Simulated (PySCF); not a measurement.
CH₅BiO₂, SMILES [CH3][Bi]([OH])[OH]. The structure is a stationary point at PBE-D3(BJ)/def2-SVP. The structure was generated by enumeration; whether it is a known compound was not checked. The def2 effective core potentials stand for the cores of Bi; spin–orbit coupling is left out. The values are those of a single conformer.

### Question
Give the equilibrium geometry at PBE-D3(BJ)/def2-SVP (PySCF confirms it by a frequency run) as Cartesian coordinates in Å, and its point group. (The exact figures need the calculation; the answer reports its results.)

### Answer
Several could match; the one computed here: point group Cs.
```xyz
9

Bi    -0.1271    -0.2692     0.0000
C      2.1037     0.3061     0.0000
H      2.5966    -0.0976    -0.9060
H      2.5966    -0.0976     0.9060
H      2.1881     1.4116     0.0000
O     -0.5971     0.9904    -1.6497
H      0.0508     1.7227    -1.6768
O     -0.5971     0.9904     1.6497
H      0.0508     1.7227     1.6768
```
